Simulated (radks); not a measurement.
Excited configurations of Ca IV: one electron is placed in a higher orbital outside [Ne] 3s2 3p4. The ground configuration is [Ne] 3s2 3p5. Method: scalar-relativistic Kohn-Sham, LDA (Slater exchange, Perdew-Wang correlation), spin-unpolarised, spherical densities, finite nucleus; Fermi nuclear charge, rms radius 3.4776 fm; computed with a radial shooting solver on a logarithmic mesh with Libxc functionals. Excitation = E - E(ground); binding = E(ion) - E, where the ion is the core of charge +4; n* = 4/sqrt(2 binding) in atomic units, and the quantum defect is n - n*.

outer orbital  excitation (eV)  binding (eV)     n*  eigenvalue (eV)
4s                      37.651        30.830  2.657          -27.159
4p                      42.751        25.729  2.909          -22.499
4f                      54.405        14.076  3.933          -11.830
5d                      57.197        11.283  4.392           -9.931
6s                      58.319        10.161  4.629           -9.112
6p                      59.326         9.154  4.876           -8.189
6d                      60.893         7.587  5.357           -6.755
6f                      61.955         6.526  5.776           -5.761
7p                      62.113         6.368  5.847           -5.729
7d                      63.029         5.451  6.319           -4.890
7f                      63.665         4.816  6.723           -4.297

The Delta-SCF ionisation energy is 68.480 eV (NIST Atomic Spectra Database: 67.273 eV, semi-empirical). Self-interaction in the functional shifts the binding energies and quantum defects, so they are the method's values and not measured ones. Spin polarisation and multiplet splitting are left out, so open shells lie too high by an amount that depends on their filling.

Beside tabulated values, note that spin-unpolarised runs miss the spin-polarisation part of the exchange energy of open shells.
